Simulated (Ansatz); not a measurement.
Consider the substitution at a C–In bond: `C=[C](F)[InH][CH3]` + HBr → `C=C(F)Br` + `[CH3][InH2]`.

Program: Ansatz. Geometries: PBE0-D4/def2-TZVP. ΔE: electronic, gas phase. CCSD(T)/CBS adds triple-zeta CCSD(T) − MP2 to the extrapolated MP2 energy (def2 sets, frozen cores). DFT in def2-TZVPP. B3LYP here is the variant with VWN-RPA as its local correlation; programs differ in this. Elements past krypton have def2 core potentials. For Br, In outer-core shells are correlated without core-valence functions, which leaves a few kJ/mol of doubt a bond. Scalar relativity is left out up to krypton. Each species was taken in one conformer, which may not be the lowest.

`C=[C](F)[InH][CH3]`:

Z-matrix (Å, degrees):
```
C
In 1 2.144
H 1 1.090 2 110.5
H 1 1.091 2 111.0 3 -121.8
H 1 1.093 2 109.3 3 119.2
C 2 2.161 1 118.9 3 -19.7
H 2 1.725 1 126.2 3 160.9
F 6 1.360 2 116.6 1 0.9
C 6 1.327 2 125.8 1 -179.1
H 9 1.082 6 119.5 2 0.0
H 9 1.086 6 122.1 2 180.0
```

HBr:

```xyz
2

Br    0.666   -0.110   -0.220
H    -0.666    0.110    0.220
```

`C=C(F)Br`:

```xyz
6

C    -0.532   -0.096   -0.564
C     0.285    0.118    0.448
F    -0.091    0.740    1.554
Br    2.083   -0.401    0.511
H    -1.557    0.246   -0.500
H    -0.188   -0.607   -1.449
```

`[CH3][InH2]`:

```xyz
7

C     0.265   -0.351   -0.908
In   -0.320    0.387    1.028
H    -0.581   -0.391   -1.594
H     1.021    0.316   -1.332
H     0.711   -1.343   -0.824
H    -1.802    1.256    1.233
H     0.705    0.126    2.398
```

```
             species  B3LYP-D4 energy (Eh)
`C=[C](F)[InH][CH3]`            -408.02858
                 HBr           -2574.79010
          `C=C(F)Br`           -2751.49082
       `[CH3][InH2]`            -231.30999
```

(1) Work out ΔE.

Largest T1 diagnostic among the species: 0.013.

## Answers

(1) ΔE = (-2751.49082) + (-231.30999) − (-408.02858) − (-2574.79010) = 0.01787 Eh = +0.49 eV. CCSD(T)/CBS gives +0.58 eV.

Leaving LDA and LC-ωPBE aside and taking each functional with its dispersion term where it has one, the values, not all of them listed here, spread over 0.15 eV, from B97M-V to BHLYP-D4. LDA lies −0.06 eV from PBE without D4. From BLYP to BHLYP (50 % exact exchange), in def2-TZVPP and without D4, ΔE moves by +0.03 eV.
